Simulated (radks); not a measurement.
Task: The mean radii <r> (bohr) of the occupied orbitals of an atom or ion are listed with their occupations. All-electron calculation, non-relativistic Kohn-Sham, Slater X-alpha with alpha = 1.032, spin-unpolarised, spherical densities, point nucleus. Program: a radial shooting solver on a logarithmic mesh with Libxc functionals.

| orbital | occ. | <r> |
|---|---|---|
| 1s | 2 | 0.05893 |
| 2s | 2 | 0.2676 |
| 2p | 6 | 0.2336 |
| 3s | 2 | 0.8072 |
| 3p | 6 | 0.8415 |
| 3d | 6 | 1.031 |
| 4s | 2 | 2.800 |

Name the element and its charge.

Result: Z = 26, iron, charge 0: Fe in [Ar] 3d6 4s2. The 1s radius gives Z: for a bare nucleus <r> = 1.5/Z, 0.05769 bohr for Z = 26, and screening makes it slightly larger (0.05893 here). The occupations add up to 26, and the charge is Z minus that.
